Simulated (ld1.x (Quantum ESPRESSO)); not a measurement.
Reading a pseudo-wave (Si)

Columns: radius, all-electron u(r) and pseudo u(r) of the 3s shell (level -28.48 eV) of silicon in the configuration [Ne] 3s2 3p0; BLYP, scalar-relativistic, PAW scheme, ld1.x (Quantum ESPRESSO) 7.5.

```json
{"r (bohr)": "0.103", "all-electron": "0.1322", "pseudo": "0.0735"}
{"r (bohr)": "0.205", "all-electron": "-0.1629", "pseudo": "0.1458"}
{"r (bohr)": "0.308", "all-electron": "-0.3503", "pseudo": "0.2178"}
{"r (bohr)": "0.410", "all-electron": "-0.3793", "pseudo": "0.2877"}
{"r (bohr)": "0.513", "all-electron": "-0.2982", "pseudo": "0.3561"}
{"r (bohr)": "0.615", "all-electron": "-0.1588", "pseudo": "0.4213"}
{"r (bohr)": "0.718", "all-electron": "0.0053", "pseudo": "0.4838"}
{"r (bohr)": "0.820", "all-electron": "0.1681", "pseudo": "0.5419"}
{"r (bohr)": "0.923", "all-electron": "0.3195", "pseudo": "0.5960"}
{"r (bohr)": "1.025", "all-electron": "0.4498", "pseudo": "0.6444"}
{"r (bohr)": "1.128", "all-electron": "0.5586", "pseudo": "0.6873"}
{"r (bohr)": "1.230", "all-electron": "0.6436", "pseudo": "0.7233"}
{"r (bohr)": "1.332", "all-electron": "0.7072", "pseudo": "0.7524"}
{"r (bohr)": "1.435", "all-electron": "0.7517", "pseudo": "0.7740"}
{"r (bohr)": "1.538", "all-electron": "0.7785", "pseudo": "0.7876"}
{"r (bohr)": "1.640", "all-electron": "0.7902", "pseudo": "0.7928"}
{"r (bohr)": "1.743", "all-electron": "0.7891", "pseudo": "0.7894"}
{"r (bohr)": "1.845", "all-electron": "0.7777", "pseudo": "0.7777"}
{"r (bohr)": "1.948", "all-electron": "0.7576", "pseudo": "0.7576"}
{"r (bohr)": "2.050", "all-electron": "0.7313", "pseudo": "0.7313"}
{"r (bohr)": "2.153", "all-electron": "0.6999", "pseudo": "0.6999"}
{"r (bohr)": "2.255", "all-electron": "0.6654", "pseudo": "0.6654"}
{"r (bohr)": "2.358", "all-electron": "0.6284", "pseudo": "0.6284"}
{"r (bohr)": "2.460", "all-electron": "0.5905", "pseudo": "0.5905"}
{"r (bohr)": "2.562", "all-electron": "0.5523", "pseudo": "0.5523"}
{"r (bohr)": "2.665", "all-electron": "0.5141", "pseudo": "0.5141"}
```

**Question.** How many radial nodes do the two functions have?

**Answer.** The all-electron 3s function has n − l − 1 = 2; the pseudo-wave has 0, since the states of the same l below it are removed with the core.

**Question.** At about which radius was the pseudo-wave matched?

**Answer.** 1.85 bohr. The columns agree to 0.0005 from 1.74 bohr on; several derivatives are matched, so the curves merge somewhat inside the radius.

**Question.** Is the pseudo-wave norm-conserving?

**Answer.** No, it belongs to a PAW set: the norm inside the radius is not constrained, and the difference is carried by the augmentation charge.
